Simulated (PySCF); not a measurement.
A ladder of Hamiltonians for La⁵³⁺ (lanthanum, charge +53)

Occupied: 1s1/2, 2s1/2. Hartree-Fock calculated with PySCF 2.14 in an even-tempered Gaussian basis (16 s from 11 bohr⁻², ratio 2.7; 12 p from 13 bohr⁻², ratio 2.7), Gaussian nucleus throughout. NR is non-relativistic, sf-X2C the spin-free one-electron X2C Hamiltonian, X2C adds the bare one-electron spin-orbit term, X2C-SNSO screens it by Boettger's factors, DC is four-component Dirac-Coulomb, and the Gaunt and Breit terms are added at first order (total energies over the DC spinors, levels after relaxing the spinors in that mean field). QED terms are absent. Levels marked empty are virtual spinors of this ion.

| level (eV) | NR | sf-X2C | X2C | X2C-SNSO |
| --- | --- | --- | --- | --- |
| 1s1/2 | -42637.0 | -44576.5 | -44576.5 | -44576.5 |
| 2s1/2 | -10212.6 | -10799.7 | -10799.7 | -10799.7 |
| 2p1/2 (empty) | -9890.5 | -10113.6 | -10447.8 | -10434.9 |
| 2p3/2 (empty) | -9890.5 | -10113.6 | -9968.4 | -9973.3 |
| 3s1/2 (empty) | -4362.0 | -4561.3 | -4561.3 | -4561.3 |

**Question.** Where do the four-component calculations put these levels?

**Answer.** 1s1/2: DC -44613.8, DC+Gaunt -44537.7, DC+Breit -44538.6; 2s1/2: DC -10803.9, DC+Gaunt -10795.0, DC+Breit -10795.9; 2p1/2 (empty): DC -10438.8, DC+Gaunt -10422.6, DC+Breit -10424.9; 2p3/2 (empty): DC -9974.1, DC+Gaunt -9965.0, DC+Breit -9967.3; 3s1/2 (empty): DC -4562.5, DC+Gaunt -4560.0, DC+Breit -4560.4 (eV).

| Hamiltonian | E (hartree) | E − E(DC) (hartree) | CPU seconds |
| --- | --- | --- | --- |
| NR | -3972.3052 | 195.4706 | 0.2 |
| sf-X2C | -4166.2320 | 1.5438 | 0.14 |
| X2C | -4166.2320 | 1.5438 | 0.12 |
| X2C-SNSO | -4166.2320 | 1.5438 | 0.12 |
| DC | -4167.7758 | 0.0000 | 3 |
| DC+Gaunt | -4164.6092 | 3.1666 | 5.2 |
| DC+Breit | -4164.6748 | 3.1011 | 42 |

Weight of the small component: 1s1/2 0.0447, 2s1/2 0.0107, 2p1/2 0.0106, 2p3/2 0.0101, 3s1/2 0.00454.

Koopmans' value for the highest occupied level at DC+Breit: 10795.9 eV, against an ionisation energy of 10789 ± 5 eV (theoretical estimate listed by NIST; NIST Atomic Spectra Database, ionization energies); the former lacks relaxation, correlation, QED and recoil.

The whole ladder took 52 s of wall time on 1 thread of Intel(R) Xeon(R) Platinum 8375C CPU @ 2.90GHz (shared host), launched as `OMP_NUM_THREADS=1 python relrun2.py TASK.json OUT` (a driver that calls PySCF for each Hamiltonian).

Dirac-Coulomb iterations, started from the X2C spinors:

```
with_ssss True, with_gaunt False, with_breit False
light speed = 137.03599967994
init E= -4142.6660655387
cycle= 1 E= -4167.77573245622  delta_E= -25.1  |g|= 1.36  |ddm|= 0.0886
cycle= 2 E= -4167.77582985548  delta_E= -9.74e-05  |g|= 0.003  |ddm|= 0.000634
cycle= 3 E= -4167.77582985707  delta_E= -1.59e-09  |g|= 7.13e-06  |ddm|= 9.28e-06
```
